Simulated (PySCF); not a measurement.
Field gradients at the hydrogen positions

Compound: C₄H₈F₂O₂Si.
Atom-mapped SMILES: `[CH3:1][O:2][SiH2:3][C:4]([O:5][CH3:6])=[C:7]([F:8])[F:9]` (hydrogens: H10, H11, H12 on C1; H13, H14 on Si3; H15, H16, H17 on C6)

Structure used (GFN2-xTB), in Å, numbered top down from 1:
```xyz
17
C4H8F2O2Si angstrom
C     -1.9050    0.4199    1.6226
O     -2.1757    0.1352    0.2774
Si    -1.4580   -0.8247   -0.7974
C      0.3505   -0.2680   -1.0766
O      0.9463    0.1183    0.0845
C      2.2874    0.5643    0.0544
C      0.8942   -0.2789   -2.2826
F      0.2090   -0.6931   -3.3604
F      2.1312    0.0738   -2.6790
H     -0.8360    0.5579    1.7846
H     -2.4356    1.3366    1.8825
H     -2.2611   -0.3949    2.2568
H     -1.3703   -2.2253   -0.3720
H     -2.2792   -0.5547   -1.9604
H      2.5387    0.8164    1.0833
H      2.3980    1.4494   -0.5772
H      2.9585   -0.2201   -0.3045
```

Level: PBE0/pcSseg-1 (PySCF, non-relativistic); Q(2H) = 0.00286 b; rigid geometry, the same for H and D, with no vibrational averaging.

Question: Rank these positions by the coupling χzz of a deuteron there, largest first.
A. H11 (methyl hydrogen)
B. H16 (methyl hydrogen)
C. H14 (Si–H hydrogen)
D. H13 (Si–H hydrogen)

Answer: A (203 kHz), B (197 kHz), C (114 kHz), D (105 kHz).

Tabulate Vzz, the asymmetry η and χzz = 234.96 MHz × Q × Vzz for every hydrogen position.

```csv
atom,bonded to,bond length (Å),Vzz (au),η,χzz (kHz)
H10,C1,1.090,0.2955,0.08,199
H11,C1,1.091,0.3016,0.07,203
H12,C1,1.092,0.2988,0.08,201
H13,Si3,1.466,0.1566,0.02,105
H14,Si3,1.449,0.1699,0.01,114
H15,C6,1.089,0.3039,0.08,204
H16,C6,1.093,0.2935,0.09,197
H17,C6,1.093,0.2936,0.09,197
```

Average by the element that carries the hydrogen.

on C: 200 kHz over 6 positions, mean bond length 1.091 Å; on Si: 110 kHz over 2 positions, mean bond length 1.458 Å.

A static deuteron (I = 1) shows a doublet split by (3/2)χ, (3/4)χ(1 + η) and (3/4)χ(1 − η) with the field along z, y and x of the gradient. What are these for H11?

With |χ| = 202.7 kHz and η = 0.071: 304, 163 and 141 kHz, to first order and without motion.

The structure is a single GFN2-xTB conformer in the gas phase; no vibrational or solvent corrections. GFN2-xTB bond lengths can be off by several hundredths of an ångström, more for odd bonds, and the gradients follow them. The small basis limits the accuracy of the gradients.
